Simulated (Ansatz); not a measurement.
A nudged elastic band was laid between two geometries of AlClFH3S (7 atoms, charge 0, multiplicity 1).

These are results of RHF/def2-SVP in Ansatz, not measurements.

| Item | Value |
| --- | --- |
| movable images | 7 |
| climbing image | yes |
| spring | 5.0 eV/Å² |
| optimiser | quadratic models (default) |
| start path | through a guess of the saddle point |
| force threshold | 0.05 eV/Å |
| iteration limit | 60 |
| end points | relaxed |

Image 0:

```xyz
7
Properties=species:S:1:pos:R:3
Al -0.081 -0.001 0.089
Cl -0.885 0.639 1.948
F 1.580 -0.057 0.023
H -0.892 0.222 -1.226
S -0.249 -2.599 0.428
H -0.836 -2.609 1.628
H 0.997 -2.718 0.897
```

Image 8:

```xyz
7
Properties=species:S:1:pos:R:3
Al 0.046 -0.645 -0.329
Cl 0.143 0.152 2.404
F 1.538 -0.005 -0.646
H -1.248 0.147 -0.696
S 0.045 -2.799 0.127
H -1.285 -2.933 0.138
H 0.394 -1.041 2.788
```

**Question.** What changes between the two ends?

**Answer.** Bonds broken: Al1–Cl2, S5–H7. Bonds formed: Cl2–H7. AlClFH3S becomes AlFH2S + ClH.

**Question.** What energy profile does the band end with?

**Answer.** The run converged. The highest image is number 6 of 0 to 8, 138.6 kJ/mol above the first end and 45.2 kJ/mol above the last; the last end lies 93.4 kJ/mol above the first. A vibrational analysis at the climbing image gives one clearly imaginary mode, 1177i cm⁻¹: a first-order saddle point. The orbitals stay closed-shell, which can raise the energy where a bond breaks towards radicals; this wasn't checked here.

| image | path coordinate (Å) | energy (kJ/mol) | Al1–Cl2 (Å) | S5–H7 (Å) | Cl2–H7 (Å) |
| --- | --- | --- | --- | --- | --- |
| 0 | 0.00 | 0.0 | 2.12 | 1.34 | 3.99 |
| 1 | 0.58 | 0.6 | 2.12 | 1.34 | 3.74 |
| 2 | 1.16 | 1.4 | 2.12 | 1.34 | 3.50 |
| 3 | 1.74 | 2.4 | 2.13 | 1.34 | 3.30 |
| 4 | 2.32 | 5.5 | 2.13 | 1.34 | 2.90 |
| 5 | 2.90 | 39.6 | 2.19 | 1.37 | 2.17 |
| 6 | 3.49 | 138.6 | 2.40 | 1.76 | 1.49 |
| 7 | 4.14 | 100.5 | 2.71 | 2.53 | 1.29 |
| 8 | 4.80 | 93.4 | 2.85 | 3.21 | 1.28 |

**Question.** What is the geometry of the highest image?

**Answer.** 
```xyz
7
Properties=species:S:1:pos:R:3:forces:R:3
Al 0.120 -0.405 -0.105 -0.02 0.04 -0.01
Cl -0.089 0.031 2.241 0.00 0.00 -0.02
F 1.635 0.111 -0.519 0.02 0.00 0.01
H -1.155 0.065 -0.869 0.00 -0.03 0.02
S 0.198 -2.618 0.631 -0.01 -0.02 -0.01
H -1.106 -2.886 0.493 0.00 0.00 0.00
H 0.029 -1.422 1.914 0.00 0.00 0.00
```

**Question.** What are the harmonic wavenumbers there?

**Answer.** 1177i, 163, 175, 293, 360, 383, 420, 640, 656, 710, 893, 1012, 1252, 2104, 2847 cm⁻¹.

Run time: 110 s on 1 thread of Arm Neoverse V2, with other jobs on the host, peak memory 0.16 GiB.
